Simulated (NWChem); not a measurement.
Species: C₂H₇BS; SMILES CB(C)S

```xyz
11

B      0.0086    -0.3889    -0.0061
C      1.4117    -1.1036     0.0017
H      1.5417    -1.6387    -0.9562
H      1.4445    -1.8810     0.7838
H      2.2760    -0.4372     0.1345
C     -1.3284    -1.2186    -0.0018
H     -1.2675    -2.0720    -0.6974
H     -2.2397    -0.6459    -0.2266
H     -1.4536    -1.6622     1.0031
S      0.0287     1.4109     0.0016
H     -1.3029     1.6407    -0.0353
```
Atoms are numbered in this order, from 1.

Program: NWChem. Medium grid unless said otherwise, to which SCAN and Minnesota functionals are sensitive. Coordinates come from a PBE0/def2-SVP optimisation. Total energies of different functionals are on different scales.

```csv
level,energy (Ha),highest occupied level (eV),orbital gap (eV),dipole (D)
B3LYP/def2-SVP,-503.3380,-7.41,7.09,1.11
PBE/def2-SVP,-502.9766,-6.50,5.39,1.12
LRC-wPBEh/def2-SVP,-503.0703,-9.59,11.10,1.28
PBE0/def2-SVP,-503.0400,?,?,1.24
TPSSh/def2-SVP,-503.3497,-7.12,6.48,1.20
PW6B95/def2-SVP,-503.7759,-7.77,7.60,1.15
r2SCAN0/def2-SVP,-503.2088,-7.92,7.93,1.31
```

**Question.** Complete the blanks.

**Answer.** 
- PBE0/def2-SVP, highest occupied level (eV): -7.72
- PBE0/def2-SVP, orbital gap (eV): 7.54
